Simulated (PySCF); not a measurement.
C3H7O, SMILES CC(C)[O], multiplicity 2. Atoms are numbered in the order given.

```xyz
11

C      0.0775    -0.6277    -1.2878
C     -0.2923     0.1258     0.0000
C      0.0775    -0.6277     1.2878
O      0.1455     1.4231     0.0000
H      1.1681    -0.7765    -1.3323
H     -0.4068    -1.6159    -1.3239
H     -0.2288    -0.0439    -2.1676
H     -1.4050     0.2655     0.0000
H      1.1681    -0.7765     1.3323
H     -0.4068    -1.6159     1.3239
H     -0.2288    -0.0439     2.1676
```
Charge 0, spin multiplicity 2.

Geometry optimised at TPSSh-D3(BJ)/def2-SVP. The isomer is the one that the SMILES or the coordinates give; other isomers of the formula were not compared.

These are PySCF with r2SCAN/def2-TZVP values and carry that method's errors.

Atomic charges (e):

| atom | Mulliken | meta-Löwdin | Löwdin | Mulliken spin |
|---|---|---|---|---|
| C1 | -0.31 | (withheld) | -0.29 | 0.01 |
| C2 | 0.13 | 0.15 | -0.46 | -0.06 |
| C3 | -0.31 | (withheld) | -0.29 | 0.01 |
| O4 | -0.27 | (withheld) | 0.11 | 0.88 |
| H5 | 0.11 | (withheld) | 0.12 | 0.01 |
| H6 | 0.10 | (withheld) | 0.12 | 0.00 |
| H7 | 0.12 | (withheld) | 0.12 | 0.00 |
| H8 | 0.10 | 0.14 | 0.18 | 0.14 |
| H9 | 0.11 | (withheld) | 0.12 | 0.01 |
| H10 | 0.10 | (withheld) | 0.12 | 0.00 |
| H11 | 0.12 | (withheld) | 0.12 | 0.00 |

**Question.** Complete the blanks. (Estimate from the structure and the level; the computed values follow.)

**Answer.** 
- C1, meta-Löwdin: -0.36
- C3, meta-Löwdin: -0.36
- O4, meta-Löwdin: -0.30
- H5, meta-Löwdin: 0.12
- H6, meta-Löwdin: 0.12
- H7, meta-Löwdin: 0.12
- H9, meta-Löwdin: 0.12
- H10, meta-Löwdin: 0.12
- H11, meta-Löwdin: 0.12

Computed Mayer and Wiberg (Löwdin basis) orders of the bonds:
```tsv
bond	Mayer	Wiberg
C1–C2	0.95	1.24
C2–C3	0.95	1.24
C2–O4	1.18	1.85
C1–H5	0.97	0.90
C1–H6	0.96	0.90
C1–H7	0.97	0.90
C2–H8	0.88	0.75
C3–H9	0.97	0.90
C3–H10	0.96	0.90
C3–H11	0.97	0.90
```
